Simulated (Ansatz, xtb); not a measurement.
Process, species as SMILES: CB(C)C(C)(C)C + 6 [H][H] (H2) -> B (BH3) + 6 C (CH4)
Each molecule is optimised on its own at B3LYP-D3(BJ)/def2-TZVP (Ansatz, an electronic-structure program), one conformer each, not searched for the lowest.

Wanted: energy of full hydrogenation (electronic energy difference), in kcal/mol. Valence correlation only, unless marked. No spin-orbit coupling. No relativistic terms. CBS(X,Y): correlation extrapolated as X^-3; Hartree-Fock from the larger set. [CCSD(T)-MP2]/basis is that difference in the basis named.

| level | program | energy of full hydrogenation (kcal/mol) |
|---|---|---|
| GFN2-xTB | xtb | -114.3 |
| HF/cc-pVDZ | Ansatz | -97.6 |
| revPBE/def2-TZVPD | Ansatz | -73.0 |
| RI-MP2/aug-cc-pVTZ | Ansatz | -57.3 |
| RI-MP2/cc-pVTZ | Ansatz | -59.4 |
| RI-MP2/CBS(cc-pVTZ,cc-pVQZ) | Ansatz | -57.3 |
| RI-MP2/CBS(cc-pVTZ,cc-pVQZ)+[CCSD(T)-MP2]/cc-pVTZ | Ansatz | -62.7 |
